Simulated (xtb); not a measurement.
triflic acid (CHF3O3S), singlet, geometry from GFN2-xTB. Base run: GFN0-xTB (xtb).

Here is a job for xtb.
```
$ xtb mol.xyz --gfn 0 --json

# file mol.xyz
9

O      1.41469782    -0.49779905    -1.06169565
S      0.80886675     0.30104012     0.16311669
O      1.27034678    -0.28302073     1.37173556
O      0.90598970     1.68891681    -0.07270317
C     -0.97345522    -0.20872619    -0.06496558
F     -1.73274043     0.25154402     0.91428660
F     -1.43423367     0.23041401    -1.22337302
F     -1.01685156    -1.53813106    -0.06070275
H      1.82502020    -1.32350365    -0.79066498
```

Each row names what was changed in the base input (with any setting that the change needs).

```
change         ΔE vs base (mEh)  HOMO-LUMO gap (eV)
-------------  ----------------  ------------------
base                      0.000                5.93
acc = 1000                0.000                5.93
etemp = 3000              0.000                5.93
etemp = 10000                 …                5.93
```

### Question
What belongs in the gaps?

### Answer

- etemp = 10000, ΔE vs base (mEh): -8.927
